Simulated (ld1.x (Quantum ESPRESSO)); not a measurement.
**An all-electron radial function and its pseudo partner (Hf)**

Columns: radius, all-electron u(r) and pseudo u(r) of the 6s shell (level -4.90 eV) of hafnium in the configuration [Xe] 4f14 5d2.5 6s1.5 6p0; PBE, scalar-relativistic, PAW scheme, ld1.x (Quantum ESPRESSO) 7.5.

| r (bohr) | all-electron | pseudo |
| --- | --- | --- |
| 0.213 | 0.0445 | -0.0687 |
| 0.425 | -0.1442 | -0.1363 |
| 0.638 | 0.1306 | -0.2026 |
| 0.850 | 0.2738 | -0.2662 |
| 1.062 | 0.2244 | -0.3266 |
| 1.275 | 0.0760 | -0.3832 |
| 1.488 | -0.0960 | -0.4349 |
| 1.700 | -0.2522 | -0.4807 |
| 1.912 | -0.3787 | -0.5202 |
| 2.125 | -0.4732 | -0.5529 |
| 2.338 | -0.5381 | -0.5778 |
| 2.550 | -0.5779 | -0.5945 |
| 2.762 | -0.5976 | -0.6028 |
| 2.975 | -0.6016 | -0.6024 |
| 3.188 | -0.5931 | -0.5931 |
| 3.400 | -0.5755 | -0.5755 |
| 3.613 | -0.5511 | -0.5511 |
| 3.825 | -0.5221 | -0.5221 |
| 4.038 | -0.4902 | -0.4902 |
| 4.250 | -0.4570 | -0.4570 |
| 4.462 | -0.4233 | -0.4233 |
| 4.675 | -0.3899 | -0.3899 |
| 4.888 | -0.3575 | -0.3575 |
| 5.100 | -0.3267 | -0.3267 |
| 5.313 | -0.2975 | -0.2975 |
| 5.525 | -0.2702 | -0.2702 |

Problem. How many radial nodes do the two functions have?

Solution. The all-electron 6s function has n − l − 1 = 5 (the table is too coarse to show those close to the nucleus); the pseudo-wave has 0, since the states of the same l below it are removed with the core.

Problem. At about which radius was the pseudo-wave matched?

Solution. 3.20 bohr, where the columns begin to agree (steps of 0.21 bohr).

Problem. Where does each function peak?

Solution. Outermost all-electron maximum near 2.98 bohr, pseudo maximum near 2.76 bohr (to the table’s step).

Problem. Is the pseudo-wave norm-conserving?

Solution. No, it belongs to a PAW set: the norm inside the radius is not constrained, and the difference is carried by the augmentation charge.
